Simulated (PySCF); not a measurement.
# Xe²⁺: ionisation energy

Xe²⁺ [Kr] 4d10 5s2 5p4 (3P) → Xe³⁺ [Kr] 4d10 5s2 5p3 (4S), as a difference of total energies. Computed with PySCF 2.14 in aug-cc-pwCVQZ-PP with ECP28MDF, with scalar relativity through the core potential. Correlated levels: valence: 4s2 4p6 4d10 frozen; valence and next inner shell: nothing frozen outside the core potential. The calculations carry no spin-orbit coupling.

```tsv
method	ionisation energy (eV)	difference from reference (eV)
UHF	29.383	-1.667
LDA	30.830	-0.220
PBE	30.493	-0.557
PBE0	30.515	-0.535
r2SCAN	30.537	-0.513
PBEsol	30.498	-0.552
revPBE	30.400	-0.650
TPSS	30.489	-0.561
MP2 (valence)	30.171	-0.879
SCS-MP2 (valence)	30.268	-0.782
MP2 (valence and next inner shell)	30.417	-0.633
SCS-MP2 (valence and next inner shell)	30.450	-0.600
```

Reference: 31.05 ± 0.04 eV (semi-empirical (NIST evaluation); NIST Atomic Spectra Database, ionization energies).

The reference lies between the lowest fine-structure levels, while these numbers refer to the centres of the terms.
